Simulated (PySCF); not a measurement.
GaF₂, SMILES [F][Ga][F], multiplicity 2. Coordinates come from a r2SCAN-D4/def2-TZVP optimisation. The spin state was assumed, not searched. The isomer is the one that the SMILES or the coordinates give; other isomers of the formula were not compared.

All values below come from r2SCAN-D4/def2-TZVP (PySCF).

Harmonic wavenumbers (cm⁻¹): 179, 645, 681. Rotational constants (GHz): 23.51, 6.022, 4.794; symmetry number 2.

Task: Work out the zero-point energy and the ideal-gas rigid-rotor harmonic-oscillator thermochemistry at 298.15 K and 1 atm.

Result: ZPE = ½ Σ hcν = ½ × 1506 cm⁻¹ = 2.15 kcal/mol. H − E(el) = 5.06 kcal/mol. Entropy in cal/(mol K): translation 39.94, rotation 22.30, vibration 3.04, spin 1.38, total 66.66. G − E(el) = -14.82 kcal/mol. Cp = 11.62 cal/(mol K).
